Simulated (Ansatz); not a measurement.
Geometry optimisation, RKS PBE-D4/6-31G in Ansatz 0.2.0.

input.yaml

```yaml
crystal:
  periodic: [false, false, false]
  atoms:
    - { symbol: C, position_ang: [0.2016, -2.58, -0.7037] }
    - { symbol: Si, position_ang: [0.6847, -0.9133, -0.0719] }
    - { symbol: C, position_ang: [2.20469, -0.91801, 1.08391] }
    - { symbol: C, position_ang: [3.10326, -0.21588, 0.47598] }
    - { symbol: Si, position_ang: [2.22375, 0.18623, -1.207] }
    - { symbol: Si, position_ang: [1.70635, 2.39652, -1.43365] }
    - { symbol: H, position_ang: [-0.5068, -2.4362, -1.5588] }
    - { symbol: H, position_ang: [1.046, -3.1106, -1.0651] }
    - { symbol: H, position_ang: [-0.3555, -3.1049, 0.0956] }
    - { symbol: H, position_ang: [-0.47674, -0.12181, 0.47689] }
    - { symbol: H, position_ang: [2.23129, -1.34116, 2.08699] }
    - { symbol: H, position_ang: [4.13709, 0.04492, 0.69086] }
    - { symbol: H, position_ang: [2.86436, -0.48601, -2.42278] }
    - { symbol: H, position_ang: [2.89083, 3.2038, -1.86642] }
    - { symbol: H, position_ang: [1.14399, 2.96121, -0.18685] }
    - { symbol: H, position_ang: [0.66943, 2.60057, -2.48539] }
basis:
  gaussian: { orbitals: "6-31G" }
hamiltonian:
  xc: pbe
  dispersion: d4
relax:
  f_tol: 0.015
  max_steps: 40
output:
  orbitals: {}
```

Run as:

```bash
$ ansatz run input.yaml --threads 1 --pin off --max-ram 2048MiB --backend cpu --events-out ev --progress --plain --runs-dir out
```

Question: Where does it end, and by what steps?

Answer: It converged. Limits of this set-up: no polarisation functions. After 6 steps the energy has fallen by 0.725 eV; H16 moved furthest, 0.34 Å.

| step | energy less start (eV) | largest force component (eV/Å) | accepted |
| --- | --- | --- | --- |
| 0 | 0.0000 | 3.155 | yes |
| 1 | -0.6149 | 0.973 | yes |
| 2 | -0.6805 | 0.809 | yes |
| 3 | -0.6879 | 0.247 | yes |
| 4 | -0.7192 | 0.075 | yes |
| 5 | -0.7224 | 0.076 | yes |
| 6 | -0.7248 | 0.014 | yes |

```xyz
16
Properties=species:S:1:pos:R:3
C 0.093 -2.763 -0.659
Si 0.620 -1.027 -0.024
C 2.181 -0.933 1.115
C 3.096 -0.197 0.415
Si 2.213 0.289 -1.244
Si 1.803 2.604 -1.520
H -0.667 -2.661 -1.452
H 0.963 -3.298 -1.074
H -0.336 -3.365 0.159
H -0.599 -0.302 0.531
H 2.356 -1.352 2.115
H 4.100 0.061 0.775
H 2.857 -0.285 -2.498
H 3.068 3.388 -1.817
H 1.190 3.166 -0.254
H 0.831 2.841 -2.660
```

The run took 27 s on 1 thread of AMD EPYC 9R45 96-Core Processor (Zen 5), with other jobs on the host, peak memory 0.17 GiB.
